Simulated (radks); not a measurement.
Excited configurations of In: one electron is placed in a higher orbital outside [Kr] 4d10 5s2. The ground configuration is [Kr] 4d10 5s2 5p1. Method: scalar-relativistic Kohn-Sham, PBEsol, spin-polarised, spherical densities, finite nucleus; open shells are filled with parallel spins first (spin-orbit coupling, left out, can overturn this in heavy ions); Fermi nuclear charge, rms radius 4.6156 fm; computed with a radial shooting solver on a logarithmic mesh with Libxc functionals. Excitation = E - E(ground); binding = E(ion) - E, where the ion is the core of charge +1; n* = 1/sqrt(2 binding) in atomic units, and the quantum defect is n - n*.

| outer orbital | excitation (eV) | binding (eV) | n* | quantum defect | eigenvalue (eV) | <r> (bohr) |
|---|---|---|---|---|---|---|
| 4f | 4.588 | 0.947 | 3.791 | 0.209 | -0.466 | 16.88 |
| 5f | 4.878 | 0.656 | 4.554 | 0.446 | -0.390 | 28.67 |
| 6s | 2.670 | 2.864 | 2.180 | 3.820 | -1.750 | 7.577 |
| 7p | 4.399 | 1.135 | 3.462 | 3.538 | -0.712 | 18.78 |

The Delta-SCF ionisation energy is 5.534 eV (NIST Atomic Spectra Database: 5.786 eV, measured). Self-interaction in the functional shifts the binding energies and quantum defects, so they are the method's values and not measured ones. Open shells are spherical and high-spin; term and fine-structure splittings are not resolved. Spin-orbit splitting is averaged out at the scalar-relativistic level.
